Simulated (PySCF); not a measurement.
Gas-phase reaction: 2 Ga(CH₃)₃.NH₃ ⇌ 2 GaH + 4 H + N₂H₂ + 2 C₃H₈

Computed with PySCF and rigid-rotor harmonic-oscillator thermochemistry at 1 bar. † marks an energy on the PBE0/def2-TZVP geometry and frequencies; other levels use their own. CCSD(T) freezes the core. 6-31G* has spherical d functions here. Open shells (unrestricted): H (multiplicity 2); the rest are closed-shell singlets. B3LYP is the form with VWN-RPA correlation. Ga: all electrons, no relativistic terms. Adducts (Ga(CH₃)₃.NH₃) have no counterpoise correction, and HF, PBE, BLYP, B3LYP and PBE0 lack dispersion. GaH: computed as isolated molecules; such fragments, hydroxides, amides, oligomers or adducts are transient or little studied in the gas. CCSD(T) isn't extrapolated to the basis-set limit. The harmonic model lacks anharmonicity and excited electronic states, which grow with temperature; levels with a mode under 35 cm⁻¹ are left out. Internal rotation in C₃H₈ is treated as a harmonic vibration of one conformer, which makes the entropy rough. Soft modes under 120 cm⁻¹ make the harmonic entropy rough for Ga(CH₃)₃.NH₃.

```
level              ΔE electronic, kJ  ΔH°(298 K), kJ  ΔS°(298 K), J/K  ΔG°(600 K), kJ
-----------------  -----------------  --------------  ---------------  --------------
B3LYP/6-31G*                    1505            1395              758             942
B3LYP/def2-TZVP†                1554            1447              765             990
BLYP/def2-TZVP†                 1489            1382              765             925
CCSD(T)/def2-SVP†               1553            1445              765             989
M06-2X/def2-TZVP†               1663            1556              765            1099
PBE/def2-TZVP†                  1565            1457              765            1001
PBE0/def2-SVP†                  1598            1491              765            1034
r2SCAN/def2-TZVP†               1674            1567              765            1111
```
ΔH° is lowest at BLYP/def2-TZVP† and highest at r2SCAN/def2-TZVP†. No reference value is set beside these.
